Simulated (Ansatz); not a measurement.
Start from `CC(N)S` and change one atom or group to get `CC(N)([SiH3])S`.

Ansatz, PBE0-D4/def2-TZVP geometries, multiplicity 1. Each molecule was computed in one conformer, which needn't be the lowest.

```tsv
property	`CC(N)S`
HOMO energy (PBE0/def2-TZVPP) / eV	-6.70
LUMO energy (B3LYP/def2-TZVPP) / eV	0.16
HOMO energy (ωB97M-V/def2-TZVPP) / eV	-8.96
HOMO energy (B3LYP/def2-TZVPP) / eV	-6.48
LUMO energy (PBE/def2-TZVPP) / eV	-0.46
size of the dipole moment (ωB97M-V/def2-TZVPP) / D	2.69
```

Question: Give the same properties after the change, and the shifts. (Estimate.)

Answer: Ansatz gave: 
| property | `CC(N)([SiH3])S` | shift |
| --- | --- | --- |
| HOMO energy (PBE0/def2-TZVPP) / eV | -6.77 | -0.07 |
| LUMO energy (B3LYP/def2-TZVPP) / eV | -0.27 | -0.43 |
| HOMO energy (ωB97M-V/def2-TZVPP) / eV | -9.01 | -0.05 |
| HOMO energy (B3LYP/def2-TZVPP) / eV | -6.53 | -0.05 |
| LUMO energy (PBE/def2-TZVPP) / eV | -0.92 | -0.46 |
| size of the dipole moment (ωB97M-V/def2-TZVPP) / D | 0.89 | -1.80 |

With PBE0 the HOMO falls by 0.07 eV and the LUMO falls by 0.50 eV, so the gap narrows by about 0.43 eV. PBE moves the HOMO by -0.05 eV and ωB97M-V by -0.05 eV. Dipoles are sizes alone; their direction can turn.

B3LYP here is the variant with VWN-RPA as its local correlation; programs differ in this.
